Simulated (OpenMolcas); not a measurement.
## neutral hafnium: input and output

Input:

```
&GATEWAY
Coord
1

Hf 0.0 0.0 0.0
Basis=ANO-R0
Group=XYZ
NoMove
AngMom=0.0 0.0 0.0
AMFI
&SEWARD
&RASSCF
FileOrb=start.orb
Symmetry=1
Spin=5
nActEl=4 0 0
Inactive=15 19
Ras2=6 0
CIRoot=15 15 1
SDav=15
CIMx=300
Iter=120 100
PrWF=0.3
OrbListing=Nothing
MaxOrb=0
Atom
>>> COPY $Project.JobIph JOB001
&RASSCF
FileOrb=start.orb
Symmetry=1
Spin=3
nActEl=4 0 0
Inactive=15 19
Ras2=6 0
CIRoot=55 55 1
SDav=105
CIMx=300
Iter=120 100
PrWF=0.3
OrbListing=Nothing
MaxOrb=0
Atom
>>> COPY $Project.JobIph JOB002
&RASSCF
FileOrb=start.orb
Symmetry=1
Spin=1
nActEl=4 0 0
Inactive=15 19
Ras2=6 0
CIRoot=50 50 1
SDav=105
CIMx=300
Iter=120 100
PrWF=0.3
OrbListing=Nothing
MaxOrb=0
Atom
>>> COPY $Project.JobIph JOB003
&RASSI
NrOfJobIphs=3 15 55 50
1 2 3 4 5 6 7 8 9 10 11 12 13 14 15
1 2 3 4 5 6 7 8 9 10 11 12 13 14 15 16 17 18 19 20 21 22 23 24 25 26 27
28 29 30 31 32 33 34 35 36 37 38 39 40 41 42 43 44 45 46 47 48 49 50 51
52 53 54 55
1 2 3 4 5 6 7 8 9 10 11 12 13 14 15 16 17 18 19 20 21 22 23 24 25 26 27
28 29 30 31 32 33 34 35 36 37 38 39 40 41 42 43 44 45 46 47 48 49 50
IphNames
JOB001
JOB002
JOB003
EJob
SpinOrbit
DIPRint=1.0
SOCoupling=1000.0
Subsets=2
MEES
Property=10
'ANGMOM' 1 'ANGMOM' 2 'ANGMOM' 3 'MLTPL  1' 1 'MLTPL  1' 2 'MLTPL  1' 3
'AMFI' 1 'AMFI' 2 'AMFI' 3 'MLTPL  2' 6
SOProperty=3
'ANGMOM' 1 'ANGMOM' 2 'ANGMOM' 3
```

Launched by
```bash
OMP_NUM_THREADS=1 MOLCAS_MEM=2252 MOLCAS_PROJECT=a pymolcas a.inp > a.log  # once for each step of the input, in one work folder
```

A driver script runs the steps one by one and writes start.orb anew before each from the orbitals found so far.

Output, cut to the results:

```
--- SEWARD ---
Basis set label: HF.ANO-R...6S4P3D1F.

      Electronic valence basis set:
      ------------------
      Associated Effective Charge  72.000000 au
      Associated Actual Charge     72.000000 au
      Nuclear Model: Finite nucleus - Gaussian distribution
        Gaussian exponent, Xi/bohr**(-2):  1.50087E+08

      Shell  nPrim  nBasis  Cartesian Spherical Contaminant
         s      25       6        X
         p      20       4        X
         d      15       3                 X
         f      10       1                 X
                  Relativistic X2C integrals
                  Atomic mean-field integrals
--- RASSCF ---
Wave function specifications:
      -----------------------------

      Number of closed shell electrons          68
      Number of electrons in active shells       4
      Max number of holes in RAS1 space          0
      Max nr of electrons in RAS3 space          0
      Number of inactive orbitals               34
      Number of active orbitals                  6
      Number of secondary orbitals               0
      Spin quantum number                      2.0
      State symmetry                             1
Orbital specifications:
      -----------------------

      Symmetry species                           1   2
                                                ag  au
      Frozen orbitals                            0   0
      Inactive orbitals                         15  19
      Active orbitals                            6   0
      RAS1 orbitals                              0   0
      RAS2 orbitals                              6   0
      RAS3 orbitals                              0   0
      Secondary orbitals                         0   0
      Deleted orbitals                           0   0
      Number of basis functions                 21  19
      Number of CSFs                            15
      Number of root(s) required                15
      Iter CI   SX   CI       RASSCF       Energy    max ROT     max BLB   max BLB  Level Ln srch  Step   QN
          iter iter root      energy       change     param      element    value   shift minimum  type update
 Nr of preliminary CI iterations:   1
      Total energies have been shifted. Add               -15000.00 au
        1   1    2    0   -73.49006937    0.00E+00  -1.76E-07   15  21 1 -6.52E-07   0.00   0.00    SX    NO
        2   1    1    0   -73.49006937   -1.82E-11   0.00E+00   15  21 1 -6.33E-08   0.00   0.00    SX    NO
        3   1    1    0   -73.49006937   -3.64E-12   0.00E+00   15  21 1 -6.33E-08   0.00   0.00    SX    NO
        4   1    1    0   -73.49006937   -7.28E-12   0.00E+00   15  21 1 -6.33E-08   0.00   0.00    SX    NO
      Convergence after  4 iterations
        5   1    1    0   -73.49006937    0.00E+00   0.00E+00   15  21 1 -6.33E-08   0.00   0.00    SX    NO
      Natural orbitals and occupation numbers for root  1
      sym 1:   0.812516   0.187484   0.187484   0.812516   1.000000   1.000000
      Natural orbitals and occupation numbers for root  2
      sym 1:   0.694658   0.694658   0.305342   1.000000   0.305342   1.000000
      Natural orbitals and occupation numbers for root  3
      sym 1:   0.106011   0.106011   0.893989   1.000000   0.893989   1.000000
::    RASSCF root number  1 Total energy: -15073.54302274
::    RASSCF root number  2 Total energy: -15073.54302274
::    RASSCF root number  3 Total energy: -15073.54302274
::    RASSCF root number  4 Total energy: -15073.54302274
::    RASSCF root number  5 Total energy: -15073.54302274
::    RASSCF root number  6 Total energy: -15073.54302274
::    RASSCF root number  7 Total energy: -15073.54302274
::    RASSCF root number  8 Total energy: -15073.50849737
::    RASSCF root number  9 Total energy: -15073.50849737
::    RASSCF root number 10 Total energy: -15073.50849737
::    RASSCF root number 11 Total energy: -15073.40487787
::    RASSCF root number 12 Total energy: -15073.40487787
::    RASSCF root number 13 Total energy: -15073.40487787
::    RASSCF root number 14 Total energy: -15073.40487787
::    RASSCF root number 15 Total energy: -15073.40487787
--- RASSCF ---
Wave function specifications:
      -----------------------------

      Number of closed shell electrons          68
      Number of electrons in active shells       4
      Max number of holes in RAS1 space          0
      Max nr of electrons in RAS3 space          0
      Number of inactive orbitals               34
...
--- RASSI ---
SPIN-FREE ENERGIES:
  (Shifted by EMIN (a.u.) =     -15073.5824713855)

 SF State       Relative EMIN(au)   Rel lowest level(eV)    D:o, cm**(-1)      L_eff

    16             0.0000000000        0.0000000000              0.0000         3.0
    17             0.0000000000        0.0000000000              0.0000         3.0
    18             0.0000000000        0.0000000000              0.0000         3.0
    19             0.0000000000        0.0000000000              0.0000         3.0
    20             0.0000000000        0.0000000000              0.0000         3.0
    21             0.0000000000        0.0000000000              0.0000         3.0
    22             0.0000000000        0.0000000000              0.0000         3.0
    23             0.0118804714        0.3232840962           2607.4621         1.0
    24             0.0118804714        0.3232840962           2607.4621         1.0
    25             0.0118804714        0.3232840962           2607.4621         1.0
    71             0.0195320414        0.5314939234           4286.7876         2.0
    72             0.0195320414        0.5314939234           4286.7876         2.0
    73             0.0195320414        0.5314939234           4286.7876         2.0
    74             0.0195320414        0.5314939234           4286.7876         2.0
    75             0.0195320414        0.5314939234           4286.7876         2.0
    76             0.0377510661        1.0272588412           8285.4013         4.0
    77             0.0377510661        1.0272588412           8285.4013         4.0
    78             0.0377510661        1.0272588412           8285.4013         4.0
    79             0.0377510661        1.0272588412           8285.4013         4.0
    80             0.0377510661        1.0272588412           8285.4013         4.0
    81             0.0377510661        1.0272588412           8285.4013         4.0
...
```

Levels above the lowest, from the spin-orbit matrix, grouped by J:

```
Configuration   Term  J  E (cm⁻¹)  Measured (cm⁻¹)      g  Term weight %           Second
      5d² 6s²     ³F  2       0.0              0.0  0.692             93             6 ¹D
      5d² 6s²     ³F  3      2218             2357  1.084            100                 
      5d² 6s²     ³P  0      3859             5522                    98                 
      5d² 6s²     ³F  4      4357             4568  1.244             97             2 ¹G
      5d² 6s²     ³P  1      4724             6573  1.503             99                 
      5d² 6s²     ³P  2      4836                   1.344             70            25 ¹D
      5d² 6s²     ¹D  2      8518             5639  1.132             68            28 ³P
       5d³ 6s     ⁵F  1      8636                   0.010             98             2 ³D
       5d³ 6s     ⁵F  2      9349                   1.003             98                 
       5d³ 6s     ⁵F  3     10361                   1.250             99                 
      5d² 6s²     ¹G  4     11198            10533  1.019             94      4 5d³ 6s ⁵F
       5d³ 6s     ⁵F  4     11619                   1.335             95     4 5d² 6s² ¹G
       5d³ 6s     ⁵F  5     12953                   1.394             97             3 ³G
       5d³ 6s     ⁵P  1     17988                   2.484             98                 
       5d³ 6s     ⁵P  2     18477                   1.819             96                 
       5d³ 6s     ⁵P  3     19563                   1.664             99                 
       5d³ 6s     ³G  3     21837                   0.765             96          4 ³F(1)
       5d³ 6s     ³G  4     22175                   1.018             81            16 ³H
       5d³ 6s     ³G  5     23088                   1.163             72            24 ³H
       5d³ 6s  ³F(1)  2     24552                   0.882             58            34 ³D
       5d³ 6s     ³D  1     24789                   0.598             85          8 ³P(1)
       5d³ 6s     ³H  4     25380                   0.846             81            15 ³G
       5d³ 6s     ³D  3     26185                   1.213             52         44 ³F(1)
      5d² 6s²     ¹S  0     26251            20328                    67  31 5d³ 6s ³P(1)
```

Against the 7 measured excited levels shown (NIST Handbook of Basic Atomic Spectroscopic Data) the mean absolute deviation is 1900 cm-1; the largest miss in energy is 5d² 6s² ¹S₀ [67 %]: computed 26251, measured 20328 cm⁻¹ (+29.1 %), and the largest in proportion 5d² 6s² ¹D₂ [68 %] (+51.1 %).

Without dynamic correlation excited terms often stand tens of per cent too high (terms of higher spin than the ground term too low), and those without a measured partner can miss by more than the paired ones. A single d shell beside an s shell can misplace configurations of different d count against each other. Computed and measured levels are paired by configuration, term and J; levels that our copy of the source lacks, or whose pairing is in doubt (as where it misses far off the trend of its configuration), stay unpaired and out of the deviations. Levels of configurations outside the active space are missing. The first state left out of the spin-orbit step lies near 41000 cm-1 above the lowest spin-free state of the reference (among the parities and spins computed), and the list stops at four fifths of that energy or lower. The table shows the lowest 24 of 34 levels.

The term weight is that of the spin-free term in the level, not the purity of its configuration. A share in square brackets marks a mixed level and gives the weight of the term that names it. A number in round brackets counts repeated terms of one configuration in the order of the reference energies.
